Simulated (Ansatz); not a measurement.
Consider the redistribution: `C[SiH](F)BN` + `O[SiH2][Se][SiH3]` → `NB[Se][SiH3]` + `C[SiH](F)[SiH2]O`.

Computed with Ansatz on PBE0-D4/def2-TZVP structures; ΔE is electronic, products minus reactants. CBS: MP2 limit from def2 TZ/QZ plus the TZ coupled-cluster correction, frozen cores. For Se outer-core shells are correlated without core-valence functions, which leaves a few kJ/mol of doubt a bond. Scalar relativity is left out up to krypton. One conformer a species, not always the lowest.

| species | SCS-MP2/def2-TZVPP energy (Eh) |
| --- | --- |
| `C[SiH](F)BN` | -510.53428 |
| `O[SiH2][Se][SiH3]` | -3056.98332 |
| `NB[Se][SiH3]` | -2772.24706 |
| `C[SiH](F)[SiH2]O` | -795.26463 |

**Question.** Work out ΔE.

**Answer.** ΔE = (-2772.24706) + (-795.26463) − (-510.53428) − (-3056.98332) = 0.00591 Eh = +3.7 kcal/mol. CCSD(T)/CBS gives +3.8 kcal/mol.

Largest T1 diagnostic among the species: 0.012.
